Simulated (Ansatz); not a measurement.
Consider the ligand exchange at the In–Cl bond: `C[O][In]([CH3])[Cl]` + H₂S → `C[O][In]([CH3])[SH]` + HCl.

Computed with Ansatz on PBE0-D4/def2-TZVP structures; ΔE is electronic, products minus reactants. CCSD(T)/CBS adds triple-zeta CCSD(T) − MP2 to the extrapolated MP2 energy (def2 sets, frozen cores). This one scheme is used for every species. Functionals use def2-TZVPP. def2 core potentials past Kr. For In outer-core shells are correlated without core-valence functions, which leaves a few kJ/mol of doubt a bond. Each species was taken in one conformer, which may not be the lowest.

```tsv
level	ΔE (kcal/mol)
PBE0-D4	8.2
PBE	8.0
```

(1) What does CCSD(T)/CBS give? (Best estimate.)

Largest T1 diagnostic among the species: 0.015.

## Answers

(1) Computed: +8.6 kcal/mol. The listed levels differ from it by -0.4, -0.6 kcal/mol.

In def2-TZVPP, CCSD(T) changes the Hartree–Fock value by −3.8 kcal/mol (the triples alone add −0.5 kcal/mol) and MP2 by −4.1 kcal/mol.
